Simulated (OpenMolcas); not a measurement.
**V3+: effect of the metal basis**

V3+ with its 6 nearest fluoride ions at 2.03 Å, on the Y site of Cs2NaYF6 (a = 9.075 Å, distance in the model lattice 2.178 Å). The rest of the host is ab initio model potentials to 7.6 Å and point charges beyond; the distance is set by hand and nothing relaxes.

```
Program             : OpenMolcas 26.06
Method              : CASSCF
Spin-orbit coupling : RASSI with atomic mean-field integrals over the reference wave functions
```

Fixed: ligand basis ANO-RCC-VDZP, active space 2 electrons in 5 orbitals (3d), DKH2 Hamiltonian.

States (labels of O, the rotations of Oh). Energies in cm-1 above the lowest state or level, χT in cm3 K/mol; under a threefold ground state the first gap can be a small split of the lowest multiplet, not the spin-orbit step; 10Dq and B are least-squares fits to the states below 45000 cm-1, weighted by degeneracy, with a free offset, and given where the rms deviation is under 5 % of |10Dq| (or 100 cm-1) and under 700 cm-1.

```csv
Run,Metal basis,Ground state,First state of that spin,10Dq,B (rms of fit),First gap with spin-orbit (degeneracies),χT at 300 K,First state of another spin,Cost
A,ANO-RCC-VDZP,3T1,3T2 11249,12752,1004 (85),"6.6 (2, 3)",0.885,1T2 14108,roughly 14 core-seconds
B,ANO-RCC-VTZP,3T1,3T2 10904,12389,1002 (73),"6.6 (2, 3)",0.890,1T2 14076,roughly 50 core-seconds
```

Against A, |10Dq| changes by -2.8 % in B.

Costs are those of the RASSCF and RASSI steps.

An orbital triplet at a regular site is open to Jahn-Teller coupling, which can distort the site and quench the lowest spin-orbit gaps and is left out. Without dynamic correlation the repulsion within the d shell is too large (B by tens of per cent), so at a given field states of lower spin stand too high. Ligand-to-metal charge-transfer states are missing. With no ligand orbital active B as a rule stays too high, so bands that hang on it stand too high and its fall with covalency is understated. With metal d orbitals alone and no dynamic correlation 10Dq can be off by a tenth to a fifth, either way, in oxide and fluoride hosts. No measured value stands beside these numbers; the geometry was set by hand and not optimised.
